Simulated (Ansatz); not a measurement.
Isolated molecules relaxed with PBE0-D4/def2-TZVP in Ansatz; ΔE leaves out vibrations. CBS: MP2 limit from def2 TZ/QZ plus the TZ coupled-cluster correction, frozen cores. Functionals use def2-TZVPP. For Mg outer-core shells are correlated without core-valence functions, which leaves a few kJ/mol of doubt a bond. One conformer a species, not always the lowest.

Reaction (cleavage of the Si–Si bond): `FC[SiH]([SiH3])S` + `[CH3][Mg][OH]` → `[CH3][Mg][O][SiH3]` + `FC[SiH2]S`

`FC[SiH]([SiH3])S`:

```xyz
12

F     1.630    1.946   -0.003
C     0.284    1.803   -0.322
Si   -0.396    0.242    0.519
Si    0.806   -1.657   -0.124
S    -2.421    0.123   -0.191
H     0.192    1.735   -1.410
H    -0.245    2.702    0.010
H    -0.354    0.431    1.996
H     0.065   -2.868    0.326
H     0.917   -1.688   -1.607
H     2.166   -1.675    0.476
H    -2.646   -1.094    0.330
```

`[CH3][Mg][OH]`:

```xyz
7

C     0.841   -0.272   -1.027
Mg   -0.446    0.143    0.544
O    -1.541    0.493    1.882
H     0.301   -0.638   -1.905
H     1.575   -1.037   -0.755
H     1.399    0.617   -1.336
H    -2.129    0.693    2.596
```

`[CH3][Mg][O][SiH3]`:

Cartesian coordinates in Å:
```
C -0.625 -2.275 -1.562
Mg -0.168 -0.612 -0.419
O 0.231 0.835 0.573
Si 0.585 2.130 1.462
H 0.186 -3.008 -1.545
H -0.802 -2.007 -2.607
H -1.526 -2.777 -1.197
H 1.881 2.744 1.045
H -0.466 3.184 1.340
H 0.703 1.786 2.910
```

`FC[SiH2]S`:

```xyz
9

F     1.199    1.209   -0.817
C     0.763    0.778    0.434
Si   -0.286   -0.784    0.228
S    -1.999   -0.385   -0.977
H     0.186    1.587    0.892
H     1.646    0.589    1.056
H    -0.805   -1.203    1.554
H     0.562   -1.854   -0.356
H    -1.266    0.062   -2.013
```

```csv
level,ΔE (kJ/mol)
PBE-D4,-97.9
B2PLYP,-130.4
r2SCAN,-119.3
CCSD/def2-TZVPP,-130.0
```

(1) What does CCSD(T)/CBS give? (Best estimate.)

Largest T1 diagnostic among the species: 0.012.

## Answers

(1) Ansatz gave: -125.6 kJ/mol. The listed levels differ from it by 27.7, -4.8, 6.3, -4.4 kJ/mol.

From PBE to PBE0 (25 % exact exchange), in def2-TZVPP and without D4, ΔE moves by −8.2 kJ/mol. Leaving LDA and LC-ωPBE aside and taking each functional with its dispersion term where it has one, the values, not all of them listed here, spread over 33.3 kJ/mol, from BHLYP-D4 to PBE-D4. The D4 term adds +6.6 kJ/mol with B3LYP and +3.9 kJ/mol with PBE0; it sums over pairs of atoms, weighted by their polarisabilities, and B3LYP, whose exchange is more repulsive, gets the larger term.

B3LYP here is the variant with VWN-RPA as its local correlation; programs differ in this.
